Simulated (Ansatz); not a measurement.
Ansatz results at the PBE0-D4/def2-TZVP geometry: size of the dipole moment (ωB97M-V/def2-TZVPP) 3.42 D; HOMO–LUMO gap (B3LYP/def2-TZVPP) 3.40 eV; HOMO–LUMO gap (ωB97M-V/def2-TZVPP) 7.93 eV.

Which molecule gave them?
A. `[Se]=C1C[SiH2]C1`
B. `BrC1B[SiH2]1`
C. `[NH2][GaH][SiH3]`
D. `CNC=N`

A. The others give `CNC=N`: 3.89, 7.11, 11.34; `BrC1B[SiH2]1`: 2.32, 4.67, 9.00; `[NH2][GaH][SiH3]`: 1.09, 5.86, 10.23.

B3LYP here is the variant with VWN-RPA as its local correlation; programs differ in this.
